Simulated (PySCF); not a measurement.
# Two-component Hartree-Fock for Se¹⁵⁺ (selenium, charge +15)

Start: [Ar] 3d1; 3d5/2 filled at m_j = +5/2. Calculated with PySCF 2.14 in an uncontracted even-tempered set (17 s from 1.3 bohr⁻², ratio 2.8; 12 p from 1.7 bohr⁻², ratio 2.8; 8 d from 1.7 bohr⁻², ratio 2.8; 4 f from 5.1 bohr⁻², ratio 3): generalised Hartree-Fock with the X2C-1e Hamiltonian and a Gaussian nucleus; one run each with spin-orbit coupling (SO) screened by Boettger's factors, then bare. This is a chosen level, not necessarily the ground level.

```
spinor shell  electrons  ε, screened SO (eV)  ε, bare SO (eV)  weight of nominal j (bare SO)  rms radius, bare SO (bohr)
       1s1/2          2             -13248.7         -13248.7                          1.000                      0.0508
       2s1/2          2              -2209.3          -2209.4                          1.000                       0.211
       2p1/2          2              -2028.8          -2030.7                          0.999                       0.185
       2p3/2          4              -1987.1          -1986.3                          1.000                       0.189
       3s1/2          2              -681.44          -681.45                          1.000                       0.551
       3p1/2          2              -613.36          -613.71                          0.955                       0.547
       3p3/2          4              -606.52          -606.38                          0.977                       0.554
       3d5/2          1              -517.55          -517.31                          1.000                       0.514
```

| quantity | screened SO | bare SO |
| --- | --- | --- |
| E (hartree) | -2318.60288 | -2318.61042 |
| M_J | 5/2 | 5/2 |
| ⟨J²⟩ | 8.753 | 8.753 |
| ⟨L²⟩ | 6.004 | 6.005 |
| ⟨S²⟩ | 0.752 | 0.753 |

Each row is a mean over spinors that exchange with the open shell spreads, by up to 11.361 eV (3p3/2).
